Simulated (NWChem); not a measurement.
System: GeAsH5; SMILES [AsH2][GeH3]

Here is an NWChem input.

```
start job
memory heap 200 mb stack 900 mb global 1100 mb
geometry units angstroms noautosym nocenter noautoz
  Ge    -0.012313    -1.237211    -0.000732
  As    -0.039233     1.191653    -0.003009
  H     -0.664850    -1.728244    -1.305981
  H     -0.854281    -1.727987     1.191251
  H      1.407340    -1.823387     0.107016
  H      1.097344     1.267248    -1.018327
  H      0.930775     1.267432     1.172464
end
basis spherical
  * library def2-svpd
end
dft
  xc b3lyp
  iterations 150
end
property
  response 1 0.0
end
task dft property
```

Excerpt of the output:

```
             Northwest Computational Chemistry Package (NWChem) 7.3.0
             --------------------------------------------------------

                             Geometry "geometry" -> ""
                             -------------------------

 Output coordinates in angstroms (scale by  1.889725989 to convert to a.u.)

  No.       Tag          Charge          X              Y              Z
 ---- ---------------- ---------- -------------- -------------- --------------
    1 Ge                  32.0000    -0.01231300    -1.23721100    -0.00073200
    2 As                  33.0000    -0.03923300     1.19165300    -0.00300900
    3 H                    1.0000    -0.66485000    -1.72824400    -1.30598100
    4 H                    1.0000    -0.85428100    -1.72798700     1.19125100
    5 H                    1.0000     1.40734000    -1.82338700     0.10701600
    6 H                    1.0000     1.09734400     1.26724800    -1.01832700
    7 H                    1.0000     0.93077500     1.26743200     1.17246400

 Effective nuclear repulsion energy (a.u.)     315.2180917708

                              NWChem Property Module
                              ----------------------

                                 NWChem DFT Module
                                 -----------------

 Summary of "ao basis" -> "ao basis" (spherical)
 ------------------------------------------------------------------------------
       Tag                 Description            Shells   Functions and Types
 ---------------- ------------------------------  ------  ---------------------
 Ge                        def2-svpd                14       38   6s4p4d
 As                        def2-svpd                14       38   6s4p4d
 H                         def2-svpd                 4        8   2s2p

            General Information
            -------------------
          SCF calculation type: DFT
          Wavefunction type:  closed shell.
          No. of atoms     :     7
          No. of electrons :    70
           Alpha electrons :    35
            Beta electrons :    35
          Charge           :     0
          Spin multiplicity:     1
          Use of symmetry is: off; symmetry adaption is: off
          Maximum number of iterations: 150
          AO basis - number of functions:   116
                     number of shells:    48
          Convergence on energy requested:  1.00D-06
          Convergence on density requested:  1.00D-05
          Convergence on gradient requested:  5.00D-04

              XC Information
              --------------
                         B3LYP Method XC Potential
                     Hartree-Fock (Exact) Exchange  0.200
                        Slater Exchange Functional  0.800 local
                    Becke 1988 Exchange Functional  0.720 non-local
              Lee-Yang-Parr Correlation Functional  0.810
                  VWN I RPA Correlation Functional  0.190 local

             Grid Information
             ----------------
          Grid used for XC integration:  medium
          Radial quadrature: Mura-Knowles
          Angular quadrature: Lebedev.
          Tag              B.-S. Rad. Rad. Pts. Rad. Cut. Ang. Pts.
          ---              ---------- --------- --------- ---------
          Ge                  1.25      112          11.0       590
          As                  1.15      112          11.0       590
          H                   0.35       45          11.0       434
          Grid pruning is: on
          Number of quadrature shells:   449
          Spatial weights used:  Erf1

      Superposition of Atomic Density Guess
      -------------------------------------

 Sum of atomic energies:       -4311.39986492

      Non-variational initial energy
      ------------------------------

 Total energy =   -4311.980777
 1-e energy   =   -6640.368072
 2-e energy   =    2013.169202
 HOMO         =      -0.284095
 LUMO         =       0.034850

   convergence    iter        energy       DeltaE   RMS-Dens  Diis-err
 ---------------- ----- ----------------- --------- --------- ---------
 d= 0,ls=0.0,diis     1  -4315.4069192389 -4.63D+03  8.46D-03  2.61D-01
 d= 0,ls=0.0,diis     2  -4315.4300793978 -2.32D-02  2.41D-03  5.95D-02
 d= 0,ls=0.0,diis     3  -4315.4350689853 -4.99D-03  1.02D-03  6.40D-03
 d= 0,ls=0.0,diis     4  -4315.4357262638 -6.57D-04  3.16D-04  1.21D-03
 d= 0,ls=0.0,diis     5  -4315.4358539714 -1.28D-04  3.96D-05  2.19D-05
  Resetting Diis
 d= 0,ls=0.0,diis     6  -4315.4358558530 -1.88D-06  1.18D-05  5.29D-07
 d= 0,ls=0.0,diis     7  -4315.4358559478 -9.47D-08  5.05D-06  4.89D-08

         Total DFT energy =    -4315.435855947770
      One electron energy =    -6640.524391472412
           Coulomb energy =     2173.896123914655
    Exchange-Corr. energy =     -164.025680160784
 Nuclear repulsion energy =      315.218091770771

 Numeric. integr. density =       69.999947020141

                       DFT Final Molecular Orbital Analysis
                       ------------------------------------

 Vector   33  Occ=2.000000D+00  E=-3.406795D-01
              MO Center= -2.8D-01, -9.9D-01, -2.1D-02, r^2= 3.8D+00
   Bfn.  Coefficient  Atom+Function         Bfn.  Coefficient  Atom+Function
  ----- ------------  ---------------      ----- ------------  ---------------
    77     -0.299844  3 H  s                 85      0.299903  4 H  s
    15      0.292362  1 Ge pz                18      0.211147  1 Ge pz
    12     -0.173889  1 Ge pz               101      0.161546  6 H  s
   109     -0.161549  7 H  s                 53     -0.157305  2 As pz
    56     -0.117994  2 As pz                78     -0.117396  3 H  s

 Vector   34  Occ=2.000000D+00  E=-3.157305D-01
              MO Center=  1.9D-03,  8.4D-02,  1.9D-04, r^2= 3.7D+00
   Bfn.  Coefficient  Atom+Function         Bfn.  Coefficient  Atom+Function
  ----- ------------  ---------------      ----- ------------  ---------------
    51      0.253570  2 As px                54      0.236614  2 As px
    14     -0.220795  1 Ge py                52      0.210429  2 As py
    55      0.190385  2 As py               101      0.189381  6 H  s
   109      0.189380  7 H  s                 42     -0.186564  2 As s
    77      0.168372  3 H  s                 85      0.168325  4 H  s

 Vector   35  Occ=2.000000D+00  E=-2.677450D-01
              MO Center= -2.8D-02,  8.0D-01, -2.2D-03, r^2= 3.4D+00
   Bfn.  Coefficient  Atom+Function         Bfn.  Coefficient  Atom+Function
  ----- ------------  ---------------      ----- ------------  ---------------
    42      0.340866  2 As s                 52      0.309935  2 As py
    54     -0.293989  2 As px                55      0.293140  2 As py
    51     -0.243762  2 As px                14     -0.228278  1 Ge py
    41     -0.194702  2 As s                 49     -0.187067  2 As py
    48      0.150327  2 As px                93      0.148069  5 H  s

 Vector   36  Occ=0.000000D+00  E=-2.165358D-02
              MO Center=  6.4D-02, -5.3D-01,  5.0D-03, r^2= 8.3D+00
   Bfn.  Coefficient  Atom+Function         Bfn.  Coefficient  Atom+Function
  ----- ------------  ---------------      ----- ------------  ---------------
     5      2.562762  1 Ge s                  6     -2.187213  1 Ge s
    44      0.860557  2 As s                 43     -0.578027  2 As s
    94     -0.486350  5 H  s                  4      0.479988  1 Ge s
    78     -0.387690  3 H  s                 86     -0.387693  4 H  s
    55      0.353238  2 As py                 3     -0.285912  1 Ge s

 Vector   37  Occ=0.000000D+00  E=-6.894898D-03
              MO Center=  1.6D-01,  3.6D-01,  1.2D-02, r^2= 8.0D+00
   Bfn.  Coefficient  Atom+Function         Bfn.  Coefficient  Atom+Function
  ----- ------------  ---------------      ----- ------------  ---------------
    44      1.571965  2 As s                  5     -1.167724  1 Ge s
     6      0.649085  1 Ge s                 42     -0.434446  2 As s
    43     -0.373661  2 As s                 38      0.235316  1 Ge d  2
    41      0.231484  2 As s                 14      0.186299  1 Ge py
   102     -0.179283  6 H  s                110     -0.179267  7 H  s

 Vector   38  Occ=0.000000D+00  E= 4.247453D-03
              MO Center=  5.2D-02,  9.5D-01,  4.0D-03, r^2= 4.6D+00
   Bfn.  Coefficient  Atom+Function         Bfn.  Coefficient  Atom+Function
  ----- ------------  ---------------      ----- ------------  ---------------
    75      0.345084  2 As d  1              53      0.315023  2 As pz
    37      0.226973  1 Ge d  1             101      0.225581  6 H  s
   109     -0.225558  7 H  s                 78      0.209781  3 H  s
    86     -0.209791  4 H  s                 18      0.198610  1 Ge pz
   106      0.192872  6 H  px               114     -0.177559  7 H  px

     Multipole analysis of the density
     ---------------------------------

     L   x y z        total         alpha         beta         nuclear
     -   - - -        -----         -----         ----         -------
     0   0 0 0      0.000000    -35.000000    -35.000000     70.000000

     1   1 0 0      0.104089     -0.163028     -0.163028      0.430145
     1   0 1 0     -0.054459      2.817886      2.817886     -5.690231
     1   0 0 1      0.007912     -0.018439     -0.018439      0.044790

     2   2 0 0    -29.721585    -24.285866    -24.285866     18.850147
     2   1 1 0      0.664945     -2.478037     -2.478037      5.621019
     2   1 0 1     -0.070844      0.001618      0.001618     -0.074080
     2   0 2 0    -30.217586   -208.576806   -208.576806    386.936026
     2   0 1 1      0.050659     -0.170462     -0.170462      0.391583
     2   0 0 2    -28.795838    -24.304221    -24.304221     19.812605

 *** CALLING NEW AORESP DRIVER FOR CLOSED AND OPEN SHELLS ***
 Entering AOResponse driver routine

--------------------------------------------------------------------------------

          -----------------------------------------------
          Solving response equations for perturbing field
          -----------------------------------------------

 number of frequencies:     1
 frequency in a.u.:  0.0000000E+00
 Perturbing field: electric
 Using El. Dipole Length Gauge

 Setting up CPKS with frequency omega =      0.00000000 a.u.

 STATIC response

                                NWChem CPHF Module
                                ------------------

  scftype          =     RHF
  nclosed          =       35
  nopen            =        0
  variables        =     2835
  # of vectors     =        3
  tolerance        = 0.10D-03
  level shift      = 0.00D+00
  max iterations   =       50
  max subspace     =       30

 SCF residual:    3.6552760612399527E-004

Iterative solution of linear equations
  No. of variables     2835
  No. of equations        3
  Maximum subspace       30
        Iterations       50
       Convergence  1.0D-04

   iter   nsub   residual    time
   ----  ------  --------  ---------
     1      3    4.01D+00      38.9
     2      6    1.17D+00      48.6
     3      9    5.58D-01      57.7
     4     12    2.21D-01      68.8
     5     15    4.08D-02      79.1
     6     18    1.02D-02      90.8
     7     21    1.68D-04     100.7
     8     24    6.41D-05     110.0

 Electric Dipole Response Matrix (nonzero elements):

              1        2        3
    1   60.8963   0.9346   0.0272
    2    0.9346  87.3946   0.0685
    3    0.0272   0.0685  60.5390

 ------------------------------------------
 average:        69.60998 + I       0.00000

 DFT Linear Response polarizability / au
 Frequency  =       0.0000000 / au
              X              Y              Z
 -----------------------------------------------
 X      60.8962769      0.9345677      0.0272235
 Y       0.9345823     87.3946309      0.0685424
 Z       0.0272235      0.0685413     60.5390213
 -----------------------------------------------
 Eigenvalues =      60.8652400     87.4277306     60.5369585
 Isotropic   =      69.6099763
 Anisotropic =      26.7281434
 -----------------------------------------------

 Magnetic Dipole Response Matrix (nonzero elements):

 Exiting AOResponse driver routine
```

Level: B3LYP/def2-SVPD. All runs use the structure optimised with PBE0/def2-SVP. B3LYP is NWChem's, with the RPA form of VWN correlation.
